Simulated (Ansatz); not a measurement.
Isolated molecules relaxed with PBE0-D4/def2-TZVP in Ansatz; ΔE leaves out vibrations. CBS: MP2 limit from def2 TZ/QZ plus the TZ coupled-cluster correction, frozen cores. This one scheme is used for every species, atoms too. DFT in def2-TZVPP. B3LYP here is the variant with VWN-RPA as its local correlation; programs differ in this. No spin–orbit coupling; open shells (•) take unrestricted orbitals. Spin–orbit coupling would lower the free atoms: a little for Al, B, C, F; clearly for Ge. Bonds to Ge are less sure, by a few kJ/mol each and by 10 to 20 or more in all where they break to atoms, as the def2 sets lack core-valence functions. Scalar relativity is left out up to krypton. Each species was taken in one conformer, which may not be the lowest.

Consider the atomization: `[CH3][AlH][B](F)[GeH3]` → Al• + B• + C• + F• + Ge• + 7 H•.

```json
{"level": "r2SCAN-D4", "ΔE (kJ/mol)": "3871.0"}
{"level": "B3LYP-D4", "ΔE (kJ/mol)": "3840.0"}
{"level": "PBE", "ΔE (kJ/mol)": "3850.3"}
{"level": "PBE0", "ΔE (kJ/mol)": "3813.4"}
{"level": "HF/def2-TZVPP", "ΔE (kJ/mol)": "2910.0"}
{"level": "MP2/def2-TZVPP", "ΔE (kJ/mol)": "3794.5"}
{"level": "HF/def2-QZVPP", "ΔE (kJ/mol)": "2912.7"}
{"level": "MP2/CBS(def2)", "ΔE (kJ/mol)": "3873.7"}
```

(1) What does CCSD(T)/CBS give? (An estimate is asked.)

Largest T1 diagnostic among the species: 0.018.

Answers

(1) Ansatz gave: +3851.4 kJ/mol. The listed levels differ from it by 19.6, -11.4, -1.1, -38.0, -941.4, -56.9, -938.7, 22.3 kJ/mol.

In def2-TZVPP, CCSD(T) changes the Hartree–Fock value by +862.2 kJ/mol (the triples alone add +45.3 kJ/mol) and MP2 by +884.5 kJ/mol; breaking electron pairs costs correlation energy, which Hartree–Fock lacks. The D4 term adds +36.3 kJ/mol with B3LYP and +19.4 kJ/mol with PBE0; it sums over pairs of atoms, weighted by their polarisabilities, and B3LYP, whose exchange is more repulsive, gets the larger term. From PBE to PBE0 (25 % exact exchange), in def2-TZVPP and without D4, ΔE moves by −36.9 kJ/mol: exact exchange takes away binding that semilocal exchange gives to molecules.

For atomizations the MP2-based limit and the directly extrapolated one differ by several kJ/mol either way, and by 10 to 25 for some Ge, Se and Sn compounds, so smaller differences from it don't rank the levels.
